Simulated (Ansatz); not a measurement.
Geometry optimisation, RKS PBE/def2-SVP in Ansatz 0.2.0.

input.yaml

```yaml
crystal:
  periodic: [false, false, false]
  atoms:
    - { symbol: Zn, position_ang: [-1.1252, -0.1067, -0.0834] }
    - { symbol: C, position_ang: [1.0226, -0.8235, 0.338] }
    - { symbol: O, position_ang: [-1.9082, 0.1467, -1.6239] }
    - { symbol: H, position_ang: [0.6187, 0.4712, 0.6892] }
    - { symbol: O, position_ang: [-0.0716, 1.5097, 0.9644] }
    - { symbol: H, position_ang: [0.6883, -1.8428, 0.1329] }
    - { symbol: H, position_ang: [1.6961, -0.5416, -0.4668] }
    - { symbol: H, position_ang: [1.5609, -0.8846, 1.2795] }
    - { symbol: H, position_ang: [-2.7243, -0.2829, -1.8681] }
    - { symbol: H, position_ang: [0.2428, 2.3546, 0.6381] }
basis:
  gaussian: { orbitals: def2-SVP }
hamiltonian:
  xc: pbe
relax:
  f_tol: 0.15
  max_steps: 25
  restrain:
    - { distance: [0, 4], at: 1.88, k: 30.0 }
    - { distance: [3, 1], at: 1.07, k: 30.0 }
    - { distance: [0, 1], at: 3.28, k: 30.0 }
    - { distance: [3, 4], at: 2.27, k: 30.0 }
output:
  orbitals: {}
```

Launched with:

```bash
$ ansatz run input.yaml --threads 2 --pin off --max-ram 3072MiB --backend cpu --events-out ev --progress --plain --runs-dir out
```

Problem. Where does it end, and by what steps?

Solution. The forces met the threshold. The restraints hold the end off the free minimum. After 14 steps the energy has fallen by 1.774 eV (the restraints' own energy left out); Zn1 moved furthest, 0.96 Å. Parted: Zn1–C2. Joined: C2–H4.

| step | energy less start (eV) | largest force component (eV/Å) | accepted |
| --- | --- | --- | --- |
| 0 | 0.0000 | 2.321 | yes |
| 1 | 0.3820 | 2.739 | yes |
| 2 | 0.2798 | 3.139 | yes |
| 3 | -0.1754 | 2.631 | yes |
| 4 | -1.0039 | 1.663 | yes |
| 5 | -1.5586 | 0.863 | yes |
| 6 | -1.6996 | 0.632 | yes |
| 7 | -1.7620 | 0.747 | yes |
| 8 | -1.7561 | 0.975 | no |
| 9 | -1.7666 | 0.722 | yes |
| 10 | -1.7641 | 0.797 | no |
| 11 | -1.7676 | 0.780 | yes |
| 12 | -1.7711 | 0.759 | yes |
| 13 | -1.7704 | 0.716 | no |
| 14 | -1.7736 | 0.733 | yes |

```xyz
10
Properties=species:S:1:pos:R:3
Zn -1.346 0.777 -0.392
C 1.367 -0.867 0.432
O -1.977 -0.266 -1.693
H 0.867 0.010 0.848
O -0.618 1.724 1.019
H 0.620 -1.564 0.001
H 2.073 -0.564 -0.365
H 1.927 -1.391 1.231
H -2.951 -0.212 -1.738
H 0.038 2.353 0.657
```

Whether the end is a true minimum wasn't checked by a vibrational analysis.

Run time: 14 s on 2 threads of Intel(R) Xeon(R) 6975P-C (Granite Rapids) (shared host), peak memory 0.17 GiB.
